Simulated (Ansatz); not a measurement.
Input file for Ansatz (a program for electronic structure): U-CCSD(T)/cc-pV(T+d)Z on CH6BeSi (SMILES [CH3][Be][SiH3]), a point of a bond scan (R = 1.787 Å). Files ending in .json are basis or fitting sets from the Basis Set Exchange.

Ansatz 0.2 input:
```yaml
crystal:
  periodic: [false, false, false]
  atoms:
    - {symbol: Be, position_ang: [-0.09423418, 0.60885896, -0.43233624]}
    - {symbol: C, position_ang: [-0.30367175, 1.96206151, -1.39321311]}
    - {symbol: H, position_ang: [-1.09943238, 2.61396247, -1.01624744]}
    - {symbol: H, position_ang: [-0.57125009, 1.69742265, -2.42213540]}
    - {symbol: H, position_ang: [0.60550301, 2.57087395, -1.44854529]}
    - {symbol: Si, position_ang: [0.17948039, -1.15964546, 0.82343660]}
    - {symbol: H, position_ang: [0.22020519, -2.67117007, -0.12951930]}
    - {symbol: H, position_ang: [-0.91392648, -1.32087649, 1.82186631]}
    - {symbol: H, position_ang: [1.45193001, -1.11490180, 1.59626639]}
basis:
  gaussian:
    orbitals: cc-pV_T+d_Z.json
correlation: {method: ccsd_t, electrons: outside_noble_gas}
scf: {omitted_lower_state_checks: [cluster_reference]}
magnetization: {spin_polarized: true, initial_magnetization: 0}
```

Output:

```
WARN ansatz: RAYON_NUM_THREADS=1 ignored (pool sized by the plan → 1); use --threads N
Functional definition: HF
these checks for a lower state are left out or cut short: cluster_reference
integrals: 1.02 GiB planned
1035 factors; integrals over basis functions are off by at most 1.0e-3 eV
mean field: 0.57 GiB planned
mean field evaluation 1: about -9383.6035 eV, gradient 2.0e1 eV
mean field evaluation 2: about -9383.6025 eV, gradient 2.0e1 eV
mean field evaluation 4: about -9386.0259 eV, gradient 1.8e0 eV
mean field evaluation 8: about -9386.0647 eV, gradient 8.7e-4 eV
mean field -9386.06468588 eV, -344.9315151028 hartree, gradient 2.0e-6 eV, S^2 0.000000; 0 other end points of the search recorded, 0 dependent functions left out
7 core orbitals not correlated
reference -9386.06468588 eV, -344.9315151028 hartree; 8, 8 occupied and 168, 168 virtual orbitals, 1035 factors
too little memory for Intel AMX tiles; the run may be slower
second order -9.71561988 eV of doubles, -0.00000000 eV of singles
coupled cluster: 1.66 GiB planned
cycle   1  -10.63416247 eV  change   -9.2e-1 eV  update   7.8e-2
cycle   2  -11.00951764 eV  change   -3.8e-1 eV  update   2.7e-2
cycle   3  -11.04166447 eV  change   -3.2e-2 eV  update   8.8e-3
cycle   4  -11.03905410 eV  change    2.6e-3 eV  update   3.0e-3
cycle   5  -11.03821547 eV  change    8.4e-4 eV  update   1.0e-3
cycle   6  -11.03780502 eV  change    4.1e-4 eV  update   3.5e-4
cycle   7  -11.03777827 eV  change    2.7e-5 eV  update   1.1e-4
cycle   8  -11.03781086 eV  change   -3.3e-5 eV  update   3.7e-5
cycle   9  -11.03781337 eV  change   -2.5e-6 eV  update   1.4e-5
perturbative correction -0.37938039 eV, -0.0139419721 hartree
Total energy: -9397.48187964 eV, -345.3510892346 hartree
Checks for a lower state left out: cluster_reference
```

Self-consistency was reached.

Cost: very roughly 8 core-minutes.
